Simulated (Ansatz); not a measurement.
Ansatz results at the PBE0-D4/def2-TZVP geometry: HOMO energy (B3LYP/def2-TZVPP) -6.31 eV; ideal-gas entropy at 298 K and 1 bar (rigid rotor, harmonic PBE0-D4/def2-TZVP) 323 J/(mol·K); HOMO–LUMO gap (ωB97M-V/def2-TZVPP) 9.99 eV.

Which molecule gave them?
A. `ClC1C[SiH2]1`
B. `ClC1=NCC1`
C. `CN=C=CCl`
D. `ClCC1=CN1`

C. The others give `ClC1C[SiH2]1`: -6.79, 305, 10.63; `ClC1=NCC1`: -7.83, 296, 12.33; `ClCC1=CN1`: -6.00, 317, 9.82.

B3LYP here is the variant with VWN-RPA as its local correlation; programs differ in this.
